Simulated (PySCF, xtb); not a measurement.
V(O)(F)3 anion (F3OV), SMILES [O]=[V]([F])([F])[F] (connectivity only; charge and spin as stated), charge -1, multiplicity 2.

Harmonic wavenumbers (cm⁻¹) from GFN2-xTB (xtb) at its own minimum, in rising order: 90, 132, 167, 212, 256, 387, 442, 487, 962.

Task: What does PySCF with r2SCAN-D4/def2-SVPD give at its own minimum? (Estimate from the structure and the level; the computed values follow.)

Result: 78, 152, 163, 223, 272, 602, 604, 635, 1021. Paired by order, the mean absolute difference is 72 cm⁻¹ and the zero-point energies are 4.5 and 5.4 kcal/mol.
